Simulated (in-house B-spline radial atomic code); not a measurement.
The numbers below are computed, except where a source is named.
## Correlation energy from the adiabatic connection: ω²r²/2 − Z/r, ω = 0.0222, Z = 0.7

Two electrons in a singlet, external potential ω²r²/2 − Z/r, ω = 0.0222, Z = 0.7 (atomic units). Full CI in B-splines (partial waves to l = 8, correlation up to 0.6 % small) with the density held fixed gives W(λ) = <V_ee>_λ − U, and E_c is the integral of W(λ) − W(0) from 0 to 1.

```json
{"λ": "0", "W(λ) − W(0) (hartree)": "0.00000"}
{"λ": "0.02", "W(λ) − W(0) (hartree)": "-0.00316"}
{"λ": "0.05", "W(λ) − W(0) (hartree)": "-0.00761"}
{"λ": "0.12", "W(λ) − W(0) (hartree)": "-0.01671"}
{"λ": "0.25", "W(λ) − W(0) (hartree)": "-0.02954"}
{"λ": "0.4", "W(λ) − W(0) (hartree)": "-0.03983"}
{"λ": "0.6", "W(λ) − W(0) (hartree)": "-0.04917"}
{"λ": "0.8", "W(λ) − W(0) (hartree)": "-0.05565"}
{"λ": "1", "W(λ) − W(0) (hartree)": "-0.06046"}
```

**Question.** Integrate the table by the trapezoid rule.

**Answer.** The strips give -0.00003, -0.00016, -0.00085, -0.00301, -0.00520, -0.00890, -0.01048, -0.01161, which sum to -0.04025 hartree. The direct value, W(1) − W(0) + T_c with T_c = 0.01998, is -0.04047; the curve is convex, so chords lie above it and the trapezoids fall short in size by 0.56 %.

**Question.** Now use only three numbers: W(0) = -0.22937, the initial slope W'(0) = -0.1615 (extrapolated from the first points) and the strong-coupling limit of the point-charge-plus-continuum model, W∞ = -0.33609. What do second-order theory and the interpolation W(λ) = W∞ + (W(0) − W∞)/√(1 + 2χλ) of Seidl, Perdew and Levy give?

**Answer.** Second order keeps the slope alone: E_c = W'(0)/2 = -0.08075, +100 % in size against -0.04047. Matching the slope fixes χ = W'(0)/(W∞ − W(0)) = -0.1615/(-0.10672) = 1.51331. Integrating, with s = √(1 + 2χ) = 2.006642, E_c = −(W(0) − W∞)(s − 1)/(s + 1) = −0.10672 × 1.006642/3.006642 = -0.03573 hartree, -11.7 % in size against the full result. At λ = 1 the formula gives W − W(0) = -0.05354 against -0.06046. Part of the miss can come from the model's W∞.
